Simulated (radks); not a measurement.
Values are calculated unless marked as measured or tabulated.
Question: The mean radii <r> (bohr) of the occupied orbitals of an atom or ion are listed with their occupations. Code: a radial shooting solver on a logarithmic mesh with Libxc functionals. Model: Dirac Kohn-Sham, PBEsol, spin-unpolarised, spherical densities, finite nucleus; Fermi nuclear charge, rms radius of each element as measured or else 0.836 A^(1/3) + 0.57 fm.

orbital  occ.      <r>
1s1/2       2  0.01606
2s1/2       2  0.06694
2p1/2       2  0.05489
2p3/2       4  0.06380
3s1/2       2   0.1740
3p1/2       2   0.1645
3p3/2       4   0.1807
3d3/2       4   0.1570
3d5/2       6   0.1619
4s1/2       2   0.3843
4p1/2       2   0.3854
4p3/2       4   0.4200
4d3/2       4   0.4247
4d5/2       6   0.4358
5s1/2       2   0.8542
4f5/2       6   0.4509
4f7/2       8   0.4572
5p1/2       2   0.9125
5p3/2       4    1.005
5d3/2       4    1.281
5d5/2       6    1.332
6s1/2       2    2.333
6p1/2       2    3.070

Name the element and its charge. Open shells, if any, fill j = l - 1/2 first.

Answer: Z = 82, lead, charge 0: Pb in [Hg] 6p2. The 1s radius gives Z: for a bare nucleus <r> = (2 gamma + 1)/(2Z) with gamma = sqrt(1 - (Z/c)^2), 0.01587 bohr for Z = 82, and screening makes it slightly larger (0.01606 here). The occupations add up to 82, and the charge is Z minus that.
